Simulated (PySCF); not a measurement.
As²⁺ (arsenic, charge +2) across methods

[Ar] 3d10 4s1 4p1 4d1, one real determinant (an excited configuration). Calculation: PySCF 2.14, in aug-cc-pVDZ-PP with ECP10MDF (5s4p3d, 32 functions); a scalar-relativistic core potential.

```tsv
method	E (hartree)	mean ε 4s α (eV)	mean ε 4p α (eV)	mean ε 4d α (eV)	Σ⟨r²⟩ (bohr²)	⟨S²⟩
wB97M-V	-330.3512	-41.768	-30.135	-15.045	28.59	3.750
UHF	-329.41242	-43.545	-31.661	-14.596	29.49	3.750
LDA	-330.0095	-38.075	-26.551	-12.877	28.49	3.750
PBE	-330.5495	-37.691	-26.470	-13.020	28.44	3.750
wB97X	-330.5687	-41.589	-30.068	-15.109	28.57	3.751
MN15	-330.9737	-39.226	-28.082	-13.840	28.29	3.750
r2SCAN	-330.4216	-38.306	-27.011	-12.953	28.48	3.751
LC-wPBE	-330.5749	-42.471	-30.818	-15.386	28.42	3.750
```

Q: Estimate the same row for PBE0.

A: E (hartree) = -330.5164; mean ε 4s α (eV) = -39.310; mean ε 4p α (eV) = -27.886; mean ε 4d α (eV) = -13.528; Σ⟨r²⟩ (bohr²) = 28.62; ⟨S²⟩ = 3.750.

⟨L²⟩ = 8.00 against 12 for a pure F term, so this real determinant mixes terms. Energies and moments cover only the electrons outside the core potential. The outer electron is Rydberg-like, and this basis confines it to a smaller radius and binds it less than a complete one would.
